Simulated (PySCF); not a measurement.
**From computed data to an observable: chemical shift, span and skew from a shielding tensor**

Al(Et)(OH)(NH2) (C2H8AlNO), SMILES C[CH2][Al]([NH2])[OH]. Atoms are numbered in the order given.

```xyz
13

Al    -0.0886     0.0374     0.5327
C      0.1827    -0.9669    -1.1208
C      0.3679    -0.1125    -2.3765
H     -0.6967    -1.6270    -1.2445
H      1.0358    -1.6569    -0.9899
H      1.2744     0.5116    -2.3156
H     -0.4781     0.5763    -2.5262
H      0.4595    -0.7242    -3.2898
O     -0.9541     1.5070     0.4221
H     -1.1723     2.1115     1.1311
N      0.5168    -0.5393     2.0996
H      0.3914    -0.0897     2.9991
H      1.0495    -1.3934     2.2204
```
Charge 0, spin multiplicity 1.

Geometry optimised at PBE0-D3(BJ)/def2-SVP. The structure was generated by enumeration; whether it is a known compound was not checked. Other conformers were not sampled.

GIAO shieldings from PBE/pcSseg-1 (PySCF), non-relativistic, no solvent. The symmetric part of the tensor of C3 has the principal values 161.4, 163.3, 182.2 ppm. The same nucleus in TMS has σ = 182.0 ppm at this level (PySCF, at its B3LYP-D3(BJ)/def2-TZVP geometry).

**Question.** Work out the isotropic shielding, the ¹³C shift against TMS, the span and the skew.

**Answer.** 
σ(iso) = (σ11 + σ22 + σ33)/3 = 169.0 ppm. δ = σ(ref) − σ(iso) = 182.0 − (169.0) = 13.0 ppm.
Span Ω = σ33 − σ11 = 20.8 ppm. Skew κ = 3(σ(iso) − σ22)/Ω = 0.82. Tumbling in solution averages the tensor to δ; in a static solid the shielding alone would spread this spin-1/2 line over Ω.
